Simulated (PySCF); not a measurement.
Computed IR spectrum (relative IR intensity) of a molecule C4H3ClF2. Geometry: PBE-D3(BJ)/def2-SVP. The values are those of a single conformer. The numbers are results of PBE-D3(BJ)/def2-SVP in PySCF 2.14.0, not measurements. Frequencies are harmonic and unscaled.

Lines under 2 % of the strongest are left out, and lines within 2 cm⁻¹ are merged.

| ν (cm⁻¹) | relative intensity |
|---|---|
| 614 | 6.6 |
| 853 | 41 |
| 962 | 7.2 |
| 1093 | 44 |
| 1193 | 29 |
| 1336 | 5.2 |
| 1467 | 2.2 |
| 2040 | 100 |

Task: Which molecule gave these data?
A) C=C=CC(F)(F)Cl
B) C=C/C(F)=C(/F)Cl
C) C=C(F)/C(F)=C\Cl
D) CC(F)=C=C(F)Cl

Result: D, CC(F)=C=C(F)Cl
